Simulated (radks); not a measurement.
Results of a calculation; reference values are marked as such.
Valence configurations of Mo I (all share [Kr]). Code: a radial shooting solver on a logarithmic mesh with Libxc functionals. Model: Dirac Kohn-Sham, PBEsol, spin-unpolarised, spherical densities, point nucleus; open shells are shared between the two j in proportion to 2j + 1. Energies are relative to 4d5 5s1; eigenvalues in eV.

| valence | E (eV) | e(4d3/2) | e(4d5/2) | e(5p1/2) | e(5p3/2) | e(5s1/2) |
|---|---|---|---|---|---|---|
| 4d4.5 5s1.5 | -0.049 | -4.798 | -4.583 | - | - | -4.504 |
| 4d5 5s1 | 0.000 | -3.894 | -3.689 | - | - | -4.119 |
| 4d4 5s2 | 0.177 | -5.801 | -5.573 | - | - | -4.914 |
| 4d5.5 5s0.5 | 0.287 | -3.098 | -2.905 | - | - | -3.768 |
| 4d6 | 0.774 | -2.422 | -2.240 | - | - | - |
| 4d5 5s0.5 5p0.5 | 1.573 | -4.559 | -4.351 | -1.476 | -1.371 | -4.596 |
| 4d3 5s1 5p2 | 9.749 | -10.386 | -10.123 | -3.158 | -2.965 | -7.261 |
| 4d2.5 5s1.5 5p2 | 11.425 | -11.579 | -11.304 | -3.368 | -3.157 | -7.669 |
| 4d3 5s0.5 5p2.5 | 11.882 | -10.907 | -10.643 | -3.404 | -3.204 | -7.572 |
| 4d2 5s2 5p2 | 13.502 | -12.825 | -12.537 | -3.585 | -3.354 | -8.082 |

NIST lists [Kr] 4d5 5s1 as the ground configuration; this level of theory puts 4d4.5 5s1.5 lower, by 0.049 eV. The energies are those of spherical spin-averaged densities, not of single terms.
